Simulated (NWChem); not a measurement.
Everything below was run with NWChem. System: ClLi, charge 0, spin multiplicity 1, at a geometry optimised with B3LYP/def2-SVP. The structure started from a generated list of species. Level: RHF/cc-pVQZ.

Input file:

```
start mol
memory heap 200 mb stack 900 mb global 1100 mb
geometry units angstroms nocenter noautoz
  Li     0.000000     0.000000    -1.700614
  Cl     0.000000     0.000000     0.300108
  symmetry group C2v
end
basis spherical
  * library cc-pvqz
end
scf
  rhf
  nopen 0
  maxiter 100
  thresh 1e-7
  semidirect memsize 60000000 filesize 0
end
task scf energy
```

Output (cleaned and shortened):

```
             Northwest Computational Chemistry Package (NWChem) 7.3.0
             --------------------------------------------------------

                                NWChem Input Module
                                -------------------

 Scaling coordinates for geometry "geometry" by  1.889725989
 (inverse scale =  0.529177249)

 Turning off AUTOSYM since
 SYMMETRY directive was detected!

                             Geometry "geometry" -> ""
                             -------------------------

 Output coordinates in angstroms (scale by  1.889725989 to convert to a.u.)

  No.       Tag          Charge          X              Y              Z
 ---- ---------------- ---------- -------------- -------------- --------------
    1 Li                   3.0000     0.00000000     0.00000000    -1.70061400
    2 Cl                  17.0000     0.00000000     0.00000000     0.30010800

 Effective nuclear repulsion energy (a.u.)      13.4891502662

            Nuclear Dipole moment (a.u.)
            ----------------------------
        X                 Y               Z
 ---------------- ---------------- ----------------
     0.0000000000     0.0000000000    -0.0000113384

      Symmetry information
      --------------------

 Group name             C2v
 Group number             16
 Group order               4
 No. of unique centers     2

      Symmetry unique atoms

     1    2


 Summary of "ao basis" -> "" (spherical)
 ------------------------------------------------------------------------------
       Tag                 Description            Shells   Functions and Types
 ---------------- ------------------------------  ------  ---------------------
 *                          cc-pvqz                   on all atoms

 Summary of "ao basis" -> "ao basis" (spherical)
 ------------------------------------------------------------------------------
       Tag                 Description            Shells   Functions and Types
 ---------------- ------------------------------  ------  ---------------------
 Li                         cc-pvqz                 15       55   5s4p3d2f1g
 Cl                         cc-pvqz                 17       59   6s5p3d2f1g

                                 NWChem SCF Module
                                 -----------------

  ao basis        = "ao basis"
  functions       =   114
  atoms           =     2
  closed shells   =    10
  open shells     =     0
  charge          =   0.00
  wavefunction    = RHF
  use symmetry    = T
  symmetry adapt  = T

 Summary of "ao basis" -> "ao basis" (spherical)
 ------------------------------------------------------------------------------
       Tag                 Description            Shells   Functions and Types
 ---------------- ------------------------------  ------  ---------------------
 Li                         cc-pvqz                 15       55   5s4p3d2f1g
 Cl                         cc-pvqz                 17       59   6s5p3d2f1g

      Symmetry analysis of basis
      --------------------------

        a1         46
        a2         14
        b1         27
        b2         27

 Forming initial guess at       0.2s

      Superposition of Atomic Density Guess
      -------------------------------------

 Sum of atomic energies:        -466.92231589

      Non-variational initial energy
      ------------------------------

 Total energy =    -466.853994
 1-e energy   =    -671.061457
 2-e energy   =     190.718312
 HOMO         =      -0.464153
 LUMO         =      -0.049433

      Symmetry analysis of molecular orbitals - initial
      -------------------------------------------------

 !! scf_movecs_sym_adapt:   82 vectors were symmetry contaminated

  Symmetry fudging

 !! scf_movecs_sym_adapt:   74 vectors were symmetry contaminated

  Numbering of irreducible representations:

     1 a1          2 a2          3 b1          4 b2

  Orbital symmetries:

     1 a1          2 a1          3 a1          4 b2          5 b1
     6 a1          7 a1          8 a1          9 b1         10 b2
    11 a1         12 b1         13 b2         14 a1         15 a1
    16 b2         17 b1         18 a1         19 a1         20 a2

 Starting SCF solution at       6.0s

 ----------------------------------------------
         Quadratically convergent ROHF

 Convergence threshold     :          1.000E-07
 Maximum no. of iterations :          100
 Final Fock-matrix accuracy:          1.000E-09
 ----------------------------------------------

              iter       energy          gnorm     gmax       time
             ----- ------------------- --------- --------- --------
                 1     -467.0282871519  5.45D-01  1.70D-01      6.1
                 2     -467.0541269708  1.28D-01  3.32D-02      6.2
                 3     -467.0550307340  5.55D-03  2.23D-03      6.4
                 4     -467.0550374134  2.63D-05  8.82D-06      6.7
                 5     -467.0550374135  4.44D-09  1.61D-09      7.1

       Final RHF  results
       ------------------

         Total SCF energy =   -467.055037413494
      One-electron energy =   -673.951684178743
      Two-electron energy =    193.407496499003
 Nuclear repulsion energy =     13.489150266246

        Time for solution =      1.1s

       Symmetry analysis of molecular orbitals - final
       -----------------------------------------------

  Numbering of irreducible representations:

     1 a1          2 a2          3 b1          4 b2

  Orbital symmetries:

     1 a1          2 a1          3 a1          4 b2          5 b1
     6 a1          7 a1          8 a1          9 b1         10 b2
    11 a1         12 b1         13 b2         14 a1         15 a1
    16 b1         17 b2         18 a1         19 a1         20 a2

             Final eigenvalues
             -----------------

              1
    1 -104.7281
    2  -10.4550
    3   -7.9215
    4   -7.9212
    5   -7.9212
    6   -2.4767
    7   -0.9738
    8   -0.4090
    9   -0.3809
   10   -0.3809
   11   -0.0121
   12    0.0319
   13    0.0319
   14    0.0503
   15    0.0730
   16    0.1026
   17    0.1026
   18    0.1532
   19    0.1787
   20    0.1787

                       ROHF Final Molecular Orbital Analysis
                       -------------------------------------

 Vector    8  Occ=2.000000D+00  E=-4.090268D-01  Symmetry=a1
              MO Center=  5.1D-18,  2.9D-17,  2.5D-01, r^2= 1.3D+00
   Bfn.  Coefficient  Atom+Function         Bfn.  Coefficient  Atom+Function
  ----- ------------  ---------------      ----- ------------  ---------------
    73      0.443692  2 Cl pz                70      0.347685  2 Cl pz
    67      0.228250  2 Cl pz                76      0.228497  2 Cl pz

 Vector    9  Occ=2.000000D+00  E=-3.809471D-01  Symmetry=b1
              MO Center=  9.3D-18, -2.1D-31,  2.3D-01, r^2= 1.4D+00
   Bfn.  Coefficient  Atom+Function         Bfn.  Coefficient  Atom+Function
  ----- ------------  ---------------      ----- ------------  ---------------
    71      0.466245  2 Cl px                68      0.349783  2 Cl px
    74      0.259380  2 Cl px                65      0.231477  2 Cl px

 Vector   10  Occ=2.000000D+00  E=-3.809471D-01  Symmetry=b2
              MO Center=  5.1D-31,  1.6D-16,  2.3D-01, r^2= 1.4D+00
   Bfn.  Coefficient  Atom+Function         Bfn.  Coefficient  Atom+Function
  ----- ------------  ---------------      ----- ------------  ---------------
    72      0.466245  2 Cl py                69      0.349783  2 Cl py
    75      0.259380  2 Cl py                66      0.231477  2 Cl py

 Vector   11  Occ=0.000000D+00  E=-1.209608D-02  Symmetry=a1
              MO Center= -2.2D-16, -2.3D-15, -3.4D+00, r^2= 8.3D+00
   Bfn.  Coefficient  Atom+Function         Bfn.  Coefficient  Atom+Function
  ----- ------------  ---------------      ----- ------------  ---------------
     5      1.026543  1 Li s                  4     -0.360685  1 Li s
    17     -0.343636  1 Li pz                 3      0.187597  1 Li s
    14     -0.166729  1 Li pz

 Vector   12  Occ=0.000000D+00  E= 3.186058D-02  Symmetry=b1
              MO Center=  7.0D-16,  3.8D-31, -2.0D+00, r^2= 2.2D+01
   Bfn.  Coefficient  Atom+Function         Bfn.  Coefficient  Atom+Function
  ----- ------------  ---------------      ----- ------------  ---------------
    15      1.169506  1 Li px                12     -0.302208  1 Li px
    31      0.186535  1 Li d  1               9      0.158608  1 Li px

 Vector   13  Occ=0.000000D+00  E= 3.186058D-02  Symmetry=b2
              MO Center=  4.2D-31,  1.4D-15, -2.0D+00, r^2= 2.2D+01
   Bfn.  Coefficient  Atom+Function         Bfn.  Coefficient  Atom+Function
  ----- ------------  ---------------      ----- ------------  ---------------
    16      1.169506  1 Li py                13     -0.302208  1 Li py
    29     -0.186535  1 Li d -1              10      0.158608  1 Li py

 center of mass
 --------------
 x =   0.00000000 y =   0.00000000 z =  -0.06468238

 moments of inertia (a.u.)
 ------------------
          83.531348298629           0.000000000000           0.000000000000
           0.000000000000          83.531348298629           0.000000000000
           0.000000000000           0.000000000000           0.000000000000

  Mulliken analysis of the total density
  --------------------------------------

    Atom       Charge   Shell Charges
 -----------   ------   -------------------------------------------------------
    1 Li   3     2.51   1.99 -0.01  0.12  0.00  0.00  0.06  0.18  0.04  0.01  0.02  0.04  0.04  0.01  0.01  0.00
    2 Cl  17    17.49   2.00  1.95 -0.02  0.37  1.10  0.49  5.98  0.18  1.64  2.62  1.17  0.01  0.00  0.00  0.00  0.00  0.00

       Multipole analysis of the density wrt the origin
       ------------------------------------------------

     L   x y z        total         open         nuclear
     -   - - -        -----         ----         -------
     0   0 0 0     -0.000000      0.000000     20.000000

     1   1 0 0      0.000000      0.000000      0.000000
     1   0 1 0     -0.000000      0.000000      0.000000
     1   0 0 1     -2.816199      0.000000     -0.000011

     2   2 0 0    -12.167533      0.000000      0.000000
     2   1 1 0      0.000000      0.000000      0.000000
     2   1 0 1      0.000000      0.000000      0.000000
     2   0 2 0    -12.167533      0.000000      0.000000
     2   0 1 1      0.000000      0.000000      0.000000
     2   0 0 2     -1.902539      0.000000     36.451159

 Task  times  cpu:        7.1s     wall:        7.1s

 Total times  cpu:        7.1s     wall:        7.1s
```
